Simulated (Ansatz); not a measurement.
Molecule: CH4BO2 (charge 0, doublet). It need not be the lowest isomer of its formula. 
Coordinates optimised at B3LYP-D3(BJ)/def2-TZVP (Ansatz, a quantum-chemistry and plane-wave program):
```
B
O 1 1.3366
O 1 1.3667 2 122.08
H 3 0.9613 1 113.41 2 180.00
C 1 1.5980 2 113.53 3 180.00
H 5 1.0877 1 113.73 2 0.00
H 5 1.0935 6 108.52 1 -120.96
H 5 1.0935 6 108.52 7 -118.08
```
Charge 0, spin multiplicity 2.

Atomisation energy built up term by term with Ansatz (kcal/mol; UHF references for open shells; valence terms freeze the core; atomic spin-orbit terms are left out). CBS marks a two-point X^-3 extrapolation of the correlation energy; Hartree-Fock from the larger set.

```csv
term,basis,kcal/mol
Hartree-Fock,aug-cc-pVQZ,576.14
CCSD correlation,"CBS(aug-cc-pVTZ,aug-cc-pVQZ)",180.54
(T),"CBS(aug-cc-pVTZ,aug-cc-pVQZ)",12.11
core correlation,cc-pwCVTZ,3.22
scalar relativity (X2C),cc-pVTZ-DK against cc-pVTZ,-0.69
sum: De,,771.3
```

(T) makes 1.6 % of the CCSD(T) atomisation energy; under 5 % is typical of single-reference molecules.
